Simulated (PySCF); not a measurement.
Mo: ionisation energy

Mo [Kr] 4d5 5s1 (7S) → Mo⁺ [Kr] 4d5 (6S), as a difference of total energies. Computed with PySCF 2.14 in def2-QZVPPD with the def2 core potential (28 electrons), with scalar relativity through the core potential. Correlated levels: valence: 4s2 4p6 frozen. The calculations carry no spin-orbit coupling.

Order these methods by the ionisation energy they give, lowest first.
A. CCSD(T) (valence)
B. SCS-MP2 (valence)
C. UHF
D. CCSD (valence)

C (6.280 eV), B (6.467 eV), D (6.870 eV), A (6.907 eV).

Errors of the correlated levels include the incompleteness of this basis and the frozen core.

For comparison: 7.092 eV (measured; NIST Atomic Spectra Database, ionization energies).
